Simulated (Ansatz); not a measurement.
`CBCC` → `CBC` + `[CH2]` (triplet) at 700 K and 1 bar (formal loss of a carbene).

Isolated molecules relaxed with PBE0-D4/def2-TZVP in Ansatz; ΔE leaves out vibrations. CCSD(T)/CBS adds triple-zeta CCSD(T) − MP2 to the extrapolated MP2 energy (def2 sets, frozen cores). This one scheme is used for every species. Triplets are unrestricted, without spin–orbit coupling. Each species was taken in one conformer, which may not be the lowest.

```
          species  CCSD(T)/CBS energy (Eh)  H − E (kJ/mol)  S (J/(mol·K))
           `CBCC`               -144.37049           374.7          442.3
            `CBC`               -105.11307           282.8          377.9
`[CH2]` (triplet)                -39.09499            70.4          226.8
```

H − E and S are ideal-gas, rigid-rotor, harmonic terms from PBE0-D4/def2-TZVP, for one conformer and one mirror image of each species, with the whole ground term of open shells counted as degenerate. 1 Eh = 2625.50 kJ/mol, R = 8.31446 J/(mol·K).

Question: By hand: ΔE, ΔH, ΔS and ΔG.

Answer: ΔE = (-105.11307) + (-39.09499) − (-144.37049) = 0.16243 Eh = 426.5 kJ/mol. Δ(H − E) = 282.8 + 70.4 − 374.7 = -21.5, so ΔH = 405.0 kJ/mol. ΔS = 377.9 + 226.8 − 442.3 = 162.4 J/(mol·K). ΔG = 405.0 − 700 × (162.4)/1000 = 291.3 kJ/mol.

Question: By hand: the equilibrium constant, and the temperature at which ΔG would vanish if ΔH and ΔS stayed fixed.

Answer: log₁₀ K = −ΔG/(RT ln 10) = -21.7. ΔG = 0 at ΔH/ΔS = 2494 K.

The number of gas molecules changes by +1, which sets the sign of ΔS. A doubt of 5 kJ/mol in ΔE shifts log₁₀ K by 0.4 here. Other conformers and mirror images would add mixing entropy, several J/(mol·K) or more a flexible species. A triplet takes part, so the spin changes. These are equilibria of isolated gas molecules and say nothing of rates. Largest T1 diagnostic: 0.011 (customary marks: 0.02 for closed shells, 0.045 for open ones).
